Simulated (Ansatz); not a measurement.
Calculated with Ansatz (gas phase, PBE0-D4/def2-TZVP geometries, no zero-point term in ΔE). CBS: MP2 limit from def2 TZ/QZ plus the TZ coupled-cluster correction, frozen cores. DFT in def2-TZVPP. B3LYP here is the variant with VWN-RPA as its local correlation; programs differ in this. For Ga outer-core shells are correlated without core-valence functions, which leaves a few kJ/mol of doubt a bond. Scalar relativity is left out up to krypton. One conformer a species, not always the lowest.

Reaction (formal exchange of groups at a B–Ga bond): `[BH2][GaH][SiH2]C` + `CC1CC1` → `BC1(C)CC1` + `C[SiH2][GaH2]`

`[BH2][GaH][SiH2]C`:

```xyz
12

B    -2.368    1.060   -1.732
Ga   -0.469    0.934   -0.946
Si    0.254   -0.896    0.470
C     1.817   -0.538    1.454
H    -2.664    0.546   -2.774
H    -3.257    1.622   -1.156
H     0.621    2.034   -1.265
H    -0.839   -1.302    1.403
H     0.490   -2.072   -0.423
H     2.118   -1.410    2.039
H     2.638   -0.272    0.786
H     1.660    0.296    2.142
```

`CC1CC1`:

Z-matrix (Å, degrees):
```
C
C 1 1.501
H 1 1.094 2 111.4
H 1 1.094 2 111.4 3 120.6
H 1 1.094 2 110.7 3 -119.7
C 2 1.497 1 120.0 3 155.1
C 2 1.497 1 120.1 3 84.3
H 2 1.086 1 114.8 3 -60.3
H 6 1.084 2 117.4 1 -1.8
H 6 1.083 2 118.7 1 142.6
H 7 1.083 2 118.7 1 -142.6
H 7 1.084 2 117.4 1 1.8
```

`BC1(C)CC1`:

Cartesian coordinates in Å:
```
B -0.568 1.196 -1.057
C 0.007 0.074 -0.202
C 0.611 -1.156 -0.835
C 0.554 0.478 1.165
C -0.777 -0.146 1.103
H -0.614 1.120 -2.253
H -1.005 2.176 -0.518
H -0.100 -1.645 -1.507
H 0.913 -1.889 -0.081
H 1.497 -0.902 -1.422
H 0.624 1.533 1.397
H 1.383 -0.122 1.521
H -1.651 0.465 1.290
H -0.876 -1.183 1.400
```

`C[SiH2][GaH2]`:

Z-matrix (Å, degrees):
```
C
Si 1 1.880
H 1 1.092 2 110.8
H 1 1.092 2 111.0 3 120.2
H 1 1.092 2 110.8 3 -119.6
Ga 2 2.414 1 114.4 3 59.8
H 2 1.494 1 109.6 3 -178.2
H 2 1.494 1 109.6 3 -62.2
H 6 1.575 2 120.8 1 -179.9
H 6 1.577 2 122.1 1 0.1
```

| level | ΔE (kJ/mol) | difference from CCSD(T)/CBS |
| --- | --- | --- |
| PBE-D4 | -30.2 | 2.0 |
| r2SCAN-D4 | -33.2 | -1.0 |
| PBE0-D4 | -31.9 | 0.3 |
| B3LYP-D4 | -34.1 | -1.9 |
| ωB97X-V | -34.8 | -2.6 |
| ωB97M-V | -38.2 | -6.0 |
| B2PLYP | -34.2 | -2.0 |
| PBE | -27.4 | 4.8 |
| r2SCAN | -32.5 | -0.3 |
| PBE0 | -29.6 | 2.6 |
| B3LYP | -29.7 | 2.5 |
| HF/def2-TZVPP | -32.9 | -0.7 |
| MP2/def2-TZVPP | -40.6 | -8.4 |
| SCS-MP2/def2-TZVPP | -38.2 | -6.0 |
| CCSD/def2-TZVPP | -31.4 | 0.8 |
| CCSD(T)/def2-TZVPP | -33.6 | -1.4 |
| HF/def2-QZVPP | -34.1 | -1.9 |
| MP2/def2-QZVPP | -40.2 | -8.0 |
| SCS-MP2/def2-QZVPP | -38.3 | -6.1 |
| HF/CBS(def2) | -34.2 | -2.0 |
| MP2/CBS(def2) | -39.2 | -7.0 |
| CCSD/CBS(def2) | -30.0 | 2.2 |
| CCSD(T)/CBS | -32.2 | 0 |

Largest T1 diagnostic among the species: 0.013.

The D4 term adds −4.4 kJ/mol with B3LYP and −2.3 kJ/mol with PBE0; it sums over pairs of atoms, weighted by their polarisabilities, and B3LYP, whose exchange is more repulsive, gets the larger term.
